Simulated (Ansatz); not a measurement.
Compare A (`N=C(N)BO`) with its isomer B (`NB1NCO1`).

Computed with Ansatz on PBE0-D4/def2-TZVP structures; ΔE is electronic, products minus reactants. CCSD(T)/CBS is the MP2 limit (def2-TZVPP, def2-QZVPP) plus CCSD(T) − MP2 in def2-TZVPP, frozen cores. This one scheme is used for every species. DFT in def2-TZVPP. B3LYP here is the variant with VWN-RPA as its local correlation; programs differ in this. One conformer a species, not always the lowest.

Problem. Which is lower in electronic energy at CCSD(T)/CBS, and by how much? (Best estimate.)

Solution. Ansatz gave: B, by 121.5 kJ/mol.

Problem. Give E(B) − E(A) in kJ/mol with r2SCAN-D4, MP2/def2-TZVPP, CCSD/def2-TZVPP, PBE-D4, HF/def2-TZVPP, B3LYP-D4, B2PLYP. (Estimate.)

Solution. Computed: r2SCAN-D4 -119.6, MP2/def2-TZVPP -126.7, CCSD/def2-TZVPP -125.5, PBE-D4 -114.6, HF/def2-TZVPP -123.6, B3LYP-D4 -110.3, B2PLYP -115.0. None reverses the order clearly.

Largest T1 diagnostic: 0.014.

From PBE to PBE0 (25 % exact exchange), in def2-TZVPP and without D4, E(B) − E(A) moves by −15.3 kJ/mol.
